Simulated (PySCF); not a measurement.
**Which determinant of BiN lies lowest?**

Unrestricted PBE0; basis Bi cc-pVTZ-PP with ECP60, N cc-pVTZ; scalar-relativistic core potentials; PySCF 2.14. Outer shells of the fragments: Bi 5d10 6s2 6p3; N 2s2 2p3.

Followed along the bond (rough minima from three points):

| 2Ms+1 | unpaired | ⟨S²⟩ at the start | R at minimum (Å) | Te (eV) |
| --- | --- | --- | --- | --- |
| 1 | none | 0.00 | 1.90 | 0.00 |
| 3 | π ↑↑ | 2.28 | 2.06 | 1.37 |
| 3 | π ↑↑ | 2.01 | 2.09 | 1.89 |
| 1 | π ↑↓ | 1.01 | 2.06 | 2.15 |
| 5 | π ↑↑↑↑ | 6.01 | none in the scan | ≤ 1.64 |

Solutions found at the starting distance of 2.115 Å, counted from the lowest of them; the search is not exhaustive and high or unbound solutions are not listed, so other states can lie among these:

```tsv
2Ms+1	unpaired	term	E (eV)	⟨S²⟩	⟨Lz²⟩	μ (D)
1	none	¹Σ⁺	0.00	0.00	0.00	-4.17
3	π ↑↑	mixed	0.73	2.28	2.01	-2.89
5	π ↑↑↑↑	⁵Σ⁺	1.23	6.01	0.00	-1.59
3	π ↑↑	mixed	1.25	2.01	2.01	-2.96
1	π ↑↓	mixed	1.53	1.01	2.20	-3.29
3	σ ↑, π ↑	mixed	1.57	2.48	1.17	-2.70
```

A term symbol is given only where ⟨S²⟩ and ⟨Lz²⟩ are close to those of a pure state; real π, δ and φ orbitals otherwise mix terms. A positive dipole means Bi(−)N(+).

**Question.** Compare the gap between the two lowest followed solutions at the starting distance with the gap between their minima.

**Answer.** At PBE0 the second solution (triplet, unpaired electrons π ↑↑) lies +0.73 eV from the first (singlet, closed shell) at 2.115 Å and +1.37 eV at the minima; the two curves relax by different amounts, since their minima lie near 2.06 and 1.90 Å.

These are scalar-relativistic numbers at best; spin–orbit coupling would shift them, the dissociation energy most.
